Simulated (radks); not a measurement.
Pb5+, 77 electrons, occupied as [Xe] 4f14 5d9.

Method: scalar-relativistic Kohn-Sham, LDA (Slater exchange, Perdew-Wang correlation), spin-unpolarised, spherical densities, point nucleus; computed with a radial shooting solver on a logarithmic mesh with Libxc functionals.

Energy parts (hartree):
| part | energy |
|---|---|
| total | -20864.5675 |
| kinetic | 23585.4204 |
| electron-nucleus | -51941.5615 |
| Hartree | 7864.8580 |
| exchange-correlation | -373.2844 |

Orbitals (lengths in bohr, moments of r in powers of bohr; <r^-3> diverges for s and p1/2; r(90%) holds 90 % of the orbital's charge):
[
 {"orbital": "1s", "occ.": "2", "eigenvalue (hartree)": "-3238.729", "<r^4>": "3.537e-07", "r(90%)": "0.0294", "<1/r>": "101.4", "<r^-3>": "-"},
 {"orbital": "2s", "occ.": "2", "eigenvalue (hartree)": "-581.1587", "<r^4>": "0.00005106", "r(90%)": "0.105", "<1/r>": "23.80", "<r^-3>": "-"},
 {"orbital": "2p", "occ.": "6", "eigenvalue (hartree)": "-498.9312", "<r^4>": "0.00004238", "r(90%)": "0.100", "<1/r>": "20.90", "<r^-3>": "29540"},
 {"orbital": "3s", "occ.": "2", "eigenvalue (hartree)": "-141.1829", "<r^4>": "0.001833", "r(90%)": "0.256", "<1/r>": "8.816", "<r^-3>": "-"},
 {"orbital": "3p", "occ.": "6", "eigenvalue (hartree)": "-117.6132", "<r^4>": "0.002046", "r(90%)": "0.264", "<1/r>": "7.976", "<r^-3>": "6853"},
 {"orbital": "3d", "occ.": "10", "eigenvalue (hartree)": "-93.55539", "<r^4>": "0.001570", "r(90%)": "0.248", "<1/r>": "7.487", "<r^-3>": "832.4"},
 {"orbital": "4s", "occ.": "2", "eigenvalue (hartree)": "-33.64974", "<r^4>": "0.04006", "r(90%)": "0.551", "<1/r>": "3.800", "<r^-3>": "-"},
 {"orbital": "4p", "occ.": "6", "eigenvalue (hartree)": "-25.92408", "<r^4>": "0.05387", "r(90%)": "0.594", "<1/r>": "3.414", "<r^-3>": "1688"},
 {"orbital": "4d", "occ.": "10", "eigenvalue (hartree)": "-16.98639", "<r^4>": "0.07235", "r(90%)": "0.642", "<1/r>": "3.070", "<r^-3>": "181.3"},
 {"orbital": "5s", "occ.": "2", "eigenvalue (hartree)": "-7.49238", "<r^4>": "0.9339", "r(90%)": "1.21", "<1/r>": "1.608", "<r^-3>": "-"},
 {"orbital": "4f", "occ.": "14", "eigenvalue (hartree)": "-7.11027", "<r^4>": "0.1179", "r(90%)": "0.720", "<1/r>": "2.677", "<r^-3>": "36.78"},
 {"orbital": "5p", "occ.": "6", "eigenvalue (hartree)": "-5.32587", "<r^4>": "1.627", "r(90%)": "1.39", "<1/r>": "1.381", "<r^-3>": "322.5"},
 {"orbital": "5d", "occ.": "9", "eigenvalue (hartree)": "-2.87928", "<r^4>": "4.635", "r(90%)": "1.82", "<1/r>": "1.063", "<r^-3>": "23.84"}
]

The highest occupied level is 5d at -78.349 eV. The density falls to 0.001 e/bohr^3 at r = 2.87 bohr.
